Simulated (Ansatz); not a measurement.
## How methods differ on GeSiH5Cl (SMILES [SiH3][GeH2][Cl])

GeSiH5Cl has 8 atoms, charge 0, and is taken as a singlet. SMILES: `[SiH3][GeH2][Cl]`. The shape is that of a PBE0-D4/def2-TZVP optimisation.

```tsv
atom	x (Å)	y (Å)	z (Å)
Si	-0.8636	0.8273	-0.3025
Ge	0.7383	-0.8820	0.1184
Cl	1.9631	-0.1837	1.7662
H	-1.7449	0.4162	-1.4273
H	-0.1498	2.0787	-0.6589
H	-1.6785	1.0356	0.9202
H	1.7031	-1.1352	-1.0512
H	0.1246	-2.2139	0.5792
```

Each level gives the electronic atomisation energy (eV). The values are calculated. Electronic energies at fixed atoms, without zero-point motion or spin-orbit coupling.

```csv
level,kind,program,value (eV),CPU time (all runs)
BLYP/def2-SVP,GGA,Ansatz,21.59,4.8 s
r2SCAN0/def2-SVP,hybrid meta-GGA,Ansatz,22.26,9.5 s
HSE06/def2-SVP,range-separated hybrid,Ansatz,22.02,5.8 s
wB97X/def2-SVP,range-separated hybrid,Ansatz,22.53,17 s
B2PLYP/def2-SVP,double hybrid,Ansatz,21.70,6.6 s
PBE-QIDH/def2-SVP,double hybrid,Ansatz,21.81,6.2 s
RPA@PBE/def2-SVP,RPA,Ansatz,20.33,7.7 s
CCSD/def2-SVP,coupled cluster or CI,Ansatz,20.84,8.3 s
```

All-electron rows without a relativistic Hamiltonian named are non-relativistic. Correlated wave functions underbind in double-zeta sets. The values span 20.33 to 22.53 eV. In the correlated wave-function rows the outer d shell of Ge is correlated, in sets not made for it. In so small a basis fixed costs decide the times, and correlated methods can beat functionals. CPU times are rough (shared hosts, several kinds of processor and program).
